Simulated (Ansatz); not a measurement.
Pulling on the I1–H2 bond in HI (multiplicity 1 held). Energies count from the point at 1.615 Å.


R- and RO- levels are restricted; in cc, def2 and unpolarised 6-31G sets they are followed outwards from rest. Unrestricted levels (U-) break spin symmetry where that is lower. Active spaces are followed from rest. Levels need not reach the same state.

Correlated levels freeze the cores. Filled d and f shells under p-block atoms count as core.

Run with Ansatz (a quantum-chemistry and plane-wave program) with Gaussian orbitals.  In def2 rows elements past Kr take small-core potentials, without spin–orbit coupling.

Energies in kcal/mol.

```json
[
 {"R (Å)": "1.292", "R-HF/def2-TZVPP": "38.6", "R-PBE/def2-TZVPP": "41.1", "U-B3LYP/def2-TZVPP": "39.8", "R-CCSD/def2-TZVPP": "39.9", "R-CCSD(T)/def2-TZVPP": "40.2", "FIC-MRCISD+Q on CASSCF(8,5)/def2-TZVPP": "40.1"},
 {"R (Å)": "1.454", "R-HF/def2-TZVPP": "6.5", "R-PBE/def2-TZVPP": "8.2", "U-B3LYP/def2-TZVPP": "7.5", "R-CCSD/def2-TZVPP": "7.3", "R-CCSD(T)/def2-TZVPP": "7.4", "FIC-MRCISD+Q on CASSCF(8,5)/def2-TZVPP": "7.4"},
 {"R (Å)": "1.615", "R-HF/def2-TZVPP": "0.0", "R-PBE/def2-TZVPP": "0.0", "U-B3LYP/def2-TZVPP": "0.0", "R-CCSD/def2-TZVPP": "0.0", "R-CCSD(T)/def2-TZVPP": "0.0", "FIC-MRCISD+Q on CASSCF(8,5)/def2-TZVPP": "0.0"},
 {"R (Å)": "1.777", "R-HF/def2-TZVPP": "6.3", "R-PBE/def2-TZVPP": "4.0", "U-B3LYP/def2-TZVPP": "4.6", "R-CCSD/def2-TZVPP": "5.0", "R-CCSD(T)/def2-TZVPP": "4.9", "FIC-MRCISD+Q on CASSCF(8,5)/def2-TZVPP": "4.8"},
 {"R (Å)": "1.939", "R-HF/def2-TZVPP": "18.6", "R-PBE/def2-TZVPP": "13.6", "U-B3LYP/def2-TZVPP": "14.8", "R-CCSD/def2-TZVPP": "15.5", "R-CCSD(T)/def2-TZVPP": "15.1", "FIC-MRCISD+Q on CASSCF(8,5)/def2-TZVPP": "15.0"},
 {"R (Å)": "2.181", "R-HF/def2-TZVPP": "40.8", "R-PBE/def2-TZVPP": "31.3", "U-B3LYP/def2-TZVPP": "33.3", "R-CCSD/def2-TZVPP": "33.9", "R-CCSD(T)/def2-TZVPP": "32.9", "FIC-MRCISD+Q on CASSCF(8,5)/def2-TZVPP": "32.7"},
 {"R (Å)": "2.423", "R-HF/def2-TZVPP": "63.0", "R-PBE/def2-TZVPP": "48.6", "U-B3LYP/def2-TZVPP": "51.3", "R-CCSD/def2-TZVPP": "50.7", "R-CCSD(T)/def2-TZVPP": "48.8", "FIC-MRCISD+Q on CASSCF(8,5)/def2-TZVPP": "48.4"},
 {"R (Å)": "2.827", "R-HF/def2-TZVPP": "94.8", "R-PBE/def2-TZVPP": "72.1", "U-B3LYP/def2-TZVPP": "68.6", "R-CCSD/def2-TZVPP": "70.4", "R-CCSD(T)/def2-TZVPP": "66.0", "FIC-MRCISD+Q on CASSCF(8,5)/def2-TZVPP": "65.7"},
 {"R (Å)": "3.231", "R-HF/def2-TZVPP": "119.2", "R-PBE/def2-TZVPP": "88.1", "U-B3LYP/def2-TZVPP": "75.0", "R-CCSD/def2-TZVPP": "80.6", "R-CCSD(T)/def2-TZVPP": "72.6", "FIC-MRCISD+Q on CASSCF(8,5)/def2-TZVPP": "73.4"},
 {"R (Å)": "3.716", "R-HF/def2-TZVPP": "140.0", "R-PBE/def2-TZVPP": "99.8", "U-B3LYP/def2-TZVPP": "77.5", "R-CCSD/def2-TZVPP": "85.7", "R-CCSD(T)/def2-TZVPP": "73.4", "FIC-MRCISD+Q on CASSCF(8,5)/def2-TZVPP": "76.4"},
 {"R (Å)": "4.362", "R-HF/def2-TZVPP": "157.7", "R-PBE/def2-TZVPP": "107.6", "U-B3LYP/def2-TZVPP": "78.4", "R-CCSD/def2-TZVPP": "87.9", "R-CCSD(T)/def2-TZVPP": "71.4", "FIC-MRCISD+Q on CASSCF(8,5)/def2-TZVPP": "77.2"},
 {"R (Å)": "5.169", "R-HF/def2-TZVPP": "170.2", "R-PBE/def2-TZVPP": "111.4", "U-B3LYP/def2-TZVPP": "78.6", "R-CCSD/def2-TZVPP": "88.7", "R-CCSD(T)/def2-TZVPP": "69.5", "FIC-MRCISD+Q on CASSCF(8,5)/def2-TZVPP": "77.4"},
 {"R (Å)": "6.462", "R-HF/def2-TZVPP": "180.0", "R-PBE/def2-TZVPP": "113.0", "U-B3LYP/def2-TZVPP": "78.6", "R-CCSD/def2-TZVPP": "89.0", "R-CCSD(T)/def2-TZVPP": "68.2", "FIC-MRCISD+Q on CASSCF(8,5)/def2-TZVPP": "77.4"}
]
```

Doubts at one or more of the structures used: a restricted determinant that unrestricted orbitals would lower (R-HF/def2-TZVPP, R-PBE/def2-TZVPP, R-CCSD/def2-TZVPP, R-CCSD(T)/def2-TZVPP); a spin-contaminated determinant (U-B3LYP/def2-TZVPP); other coupled-cluster roots lie near (R-CCSD/def2-TZVPP, R-CCSD(T)/def2-TZVPP).
